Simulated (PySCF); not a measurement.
**NMR data sheet: C₆H₉FSi**

```
Formula                               : C6H9FSi
SMILES                                : C#C[Si@]1(C)C[C@H](F)C1
Point group of the computed structure : Cs
Degrees of unsaturation               : 3
Carbon signals                        : 5
Proton signals                        : 5
```

Mapped SMILES: `[CH:1]#[C:2][Si@:3]1([CH3:4])[CH2:5][C@H:6]([F:7])[CH2:8]1`. Each H is labelled by its parent atom. Ha(C5), Ha(C8) are cis to F7 on the ring; Hb(C5), Hb(C8) are trans to F7 on the ring.

Computational details: shielding tensors at PBE0/pcSseg-1 (GIAO), GFN2-xTB geometry, in PySCF 2.14 (non-relativistic Hamiltonian, single conformer, fast rotation and ring inversion assumed for equivalent nuclei, gas phase).

δ = σ(ref) − σ, references computed at the same level: TMS for ¹H and ¹³C and ²⁹Si; CFCl3 for ¹⁹F.

| carbon | δC, type | δH (multiplicity) | HMBC from (2–3 bonds) | span of the C tensor (ppm) |
| --- | --- | --- | --- | --- |
| C1 | 104.7, CH | 2.11 (s) | – | 240 |
| C2 | 90.7, C | – | Ha(C5)/Ha(C8), H(C1), Hb(C5)/Hb(C8), H(C4) | 297 |
| C4 | -0.3, CH3 | 0.41 (s) | Ha(C5)/Ha(C8), Hb(C5)/Hb(C8) | 14 |
| C5/C8 | 30.1, CH2 | Hb(C5) 2.00 (m); Ha(C5) 2.13 (m) | H(C6), Ha(C5)/Ha(C8), Hb(C5)/Hb(C8), H(C4) | 55 |
| C6 | 88.2, CH | 5.22 (m) | Ha(C5)/Ha(C8), Hb(C5)/Hb(C8) | 90 |

Other nuclei:
```json
{"atoms": "F7", "nucleus": "¹⁹F", "environment": "fluorine on an sp3 carbon", "δ (ppm)": "-163.0", "σ (ppm)": "334.0"}
{"atoms": "Si3", "nucleus": "²⁹Si", "environment": "silicon bonded to 4 C, in a 4-membered ring", "δ (ppm)": "-35.8", "σ (ppm)": "384.9"}
```

1. Carbon types of the structure: 1 × C, 2 × CH, 2 × CH2, 1 × CH3, which accounts for all hydrogens.
2. δC 104.7: terminal alkyne carbon; sp carbons lie upfield of alkene carbons because the cylindrical π system leaves one tensor component strongly shielded.
3. δC 90.7: alkyne carbon; the triple bond shields along its axis, which puts it between sp3 and sp2 carbons.
4. δC 88.2: sp3 CH bonded to F; the inductive effect lowers its shielding.
5. δH 5.22: hydrogen on an sp3 CH bonded to F; its carbon carries F, which withdraws density.
6. δH 0.41: hydrogen on a methyl carbon bonded to Si; an electropositive neighbour shields it, as in TMS itself.

Splittings by ¹⁹F in the carbon and heteronuclear signals aren't shown, as no couplings were computed. Shifts are as computed. Against solution values, carbons near 30 ppm lie about +3 ppm off and those near 130 ppm about +5 ppm. Of 1211 compounds with measured shifts, 218 miss one by over three times the rms of a fit or turn the order of signals round; such compounds aren't used in these exercises. Unscaled 19F shifts against computed CFCl3 carry errors that often reach 10 to 50 ppm. No couplings were computed; multiplicities are counted from neighbouring protons, with m where these are inequivalent, close in shift, in a saturated or five-membered ring or joined by F or P, and br s for small geminal =CH2 splittings.
